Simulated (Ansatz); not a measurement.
Program: Ansatz. Geometries: PBE0-D4/def2-TZVP. ΔE: electronic, gas phase. CCSD(T)/CBS adds triple-zeta CCSD(T) − MP2 to the extrapolated MP2 energy (def2 sets, frozen cores). DFT in def2-TZVPP. Open shells (•) are unrestricted, without spin–orbit coupling. Each species was taken in one conformer, which may not be the lowest.

Consider the homolysis of the B–N bond: `CCBNC` → `[BH]CC`• + `C[NH]`•.

CCSD(T)/CBS gives +141.2 kcal/mol.

(1) Another level gave +136.9 kcal/mol. Which?
A. PBE0/def2-TZVPP
B. PBE0-D4/def2-TZVPP
C. ωB97M-V/def2-TZVPP
D. r2SCAN/def2-TZVPP

Largest T1 diagnostic among the species: 0.013.

## Answers

(1) B. PBE0-D4 136.9, ωB97M-V 141.5, PBE0 135.2, r2SCAN 131.9 kcal/mol.

In def2-TZVPP, CCSD(T) changes the Hartree–Fock value by +33.5 kcal/mol (the triples alone add +2.9 kcal/mol) and MP2 by +40.0 kcal/mol; breaking electron pairs costs correlation energy, which Hartree–Fock lacks. The D4 term adds +3.1 kcal/mol with B3LYP and +1.7 kcal/mol with PBE0; it sums over pairs of atoms, weighted by their polarisabilities, and B3LYP, whose exchange is more repulsive, gets the larger term.

B3LYP here is the variant with VWN-RPA as its local correlation; programs differ in this.
